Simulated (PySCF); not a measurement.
AlI3, charge -1, doublet, at a GFN2-xTB geometry (such geometries of metal compounds can be far from the true shape) (a state made from the parent by changing its charge; the spin is typed, not shown lowest) (core potentials on I). Base run: DF-HF/def2-SVP in PySCF.

PySCF was given this input:
```python
from pyscf import gto, scf

mol = gto.M(
    atom='''
Al   -0.000055   -0.018048    0.009502
I    -2.214325   -1.527828   -0.069272
I     0.007225    2.350478   -1.237457
I     2.207113   -0.818222    1.304398
''',
    basis='def2-svp',
    ecp={'I': 'def2-svp'},
    charge=-1,
    spin=1,
    verbose=4,
    symmetry=True,
)

mf = scf.UHF(mol)
mf = mf.density_fit(auxbasis='def2-universal-jkfit')
mf.kernel()
mf.analyze()
```

Variants of this job, named by their change:

```tsv
change	ΔE vs base (mEh)	point group used	SCF cycles
base	0.000	Cs	12
symmetry = off	0.000	C1	12
irrep_nelec = A':(33, 31) A":(12, 13)	283.4	Cs	15
irrep_nelec = A':(31, 31) A":(14, 13)	21.659	Cs	12
```

Open shells are given as the SCF converged; they aren't shown to be the lowest states, and a large step between rows can be another state.
